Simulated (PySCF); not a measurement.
Isomers of C3H8GeSi, mass 145.961 u with the commonest isotopes. Computed with PBE0-D3(BJ)/def2-SVP geometry optimisation, gas phase in PySCF. One conformer each, none proved a minimum here; rigid rotors.

Problem. Order these by out-of-plane moment Σ m c² = (Ia + Ib − Ic)/2, smallest first.
A. `C#C[C@@H]([SiH3])[GeH3]`
B. `C[SiH2]C#[C][GeH3]`
C. `[CH:1]#[C:2][GeH2:3][CH2:4][SiH3:5]` with C2–Ge3–C4–Si5 60°

Solution. B (7.76 u·Å²), A (13.98 u·Å²), C (16.32 u·Å²).

Problem. Order these by rotational constant B, smallest first.
A. `C#C[C@@H]([SiH3])[GeH3]`
B. `[CH:1]#[C:2][GeH2:3][CH2:4][SiH3:5]` with C2–Ge3–C4–Si5 60°
C. `C[SiH2]C#[C][GeH3]`

Solution. C (618.4 MHz), B (1596 MHz), A (1725 MHz).

Problem. Order these by rotational constant A, smallest first.
A. `C#C[C@@H]([SiH3])[GeH3]`
B. `C[SiH2]C#[C][GeH3]`
C. `[CH:1]#[C:2][GeH2:3][CH2:4][SiH3:5]` with C2–Ge3–C4–Si5 60°

Solution. A (2790 MHz), C (3243 MHz), B (10716 MHz).

```tsv
SMILES	point group	Ia (u·Å²)	Ib (u·Å²)	Ic (u·Å²)	κ	μa (D)	μb (D)	μc (D)
C#C[C@@H]([SiH3])[GeH3]	C1	181.13	293.04	446.22	-0.29	0.31	0.17	0.37
C[SiH2]C#[C][GeH3]	Cs	47.16	817.17	848.82	-1.00	0.06	0.76	0.00
C#[C][GeH2][CH2][SiH3]	C1	155.85	316.70	439.91	-0.57	0.10	0.36	0.62
```
